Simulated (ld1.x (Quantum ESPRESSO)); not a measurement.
## chromium (Cr): excitation energies, all-electron against PAW

| Property | Result |
| --- | --- |
| Element | chromium |
| Generator | ld1.x (Quantum ESPRESSO) 7.5 |
| Type | PAW |
| Functional | PBEsol |
| Relativity | scalar-relativistic |
| Frozen core | [Ne] |
| Valence charge | 14 |
| Reference configuration | 3s2 3p6 3d5.5 4s0.5 4p0 |
| Partial waves | 3s (bound): rcut 1.20, rcutus 1.25 bohr; 4s (bound): rcut 1.20, rcutus 1.25 bohr; 3p (bound): rcut 1.45, rcutus 1.55 bohr; 4p (bound, empty): rcut 1.45, rcutus 1.55 bohr; 3d (bound): rcut 1.30, rcutus 1.75 bohr; 3d channel at 1.4 Ry: rcut 1.30, rcutus 1.75 bohr |
| Local potential | all-electron potential smoothed inside 1.50 bohr (lloc = -2) |
| Core correction | a·sin(br)/r model core inside 0.80 bohr |
| Augmentation charge | BESSEL, radius 1.05 bohr |

Energies are relative to the spin-unpolarised reference configuration 3s2 3p6 3d5.5 4s0.5 4p0; without spin polarisation the order of configurations can differ from experiment.

```tsv
valence configuration	charge	ΔE all-electron (eV)	error AE − PS (meV)
3s2 3p6 3d5 4s1 4p0	0	-0.723	+0.4
3s2 3p6 3d5 4s0 4p0	+1	6.150	-0.6
3s2 3p6 3d4 4s0 4p0	+2	22.164	+1.0
3s2 3p6 3d4 4s2 4p0	0	-0.817	+3.1
3s2 3p6 3d3 4s0 4p0	+3	52.869	+10
3s2 3p6 3d2 4s0 4p0	+4	101.187	+35
```

Question: What are ΔE and the potential's error for 3s2 3p6 3d5 4s0.5 4p0?

Answer: ΔE = 1.984 eV all-electron; the error (AE − PS) is 0.0 meV.

Levels in the configuration 3s2 3p6 3d5 4s0 4p0:

```csv
level,all-electron (eV),pseudo (eV)
3s,-80.718,-80.718
3p,-52.326,-52.326
3d,-9.843,-9.843
```
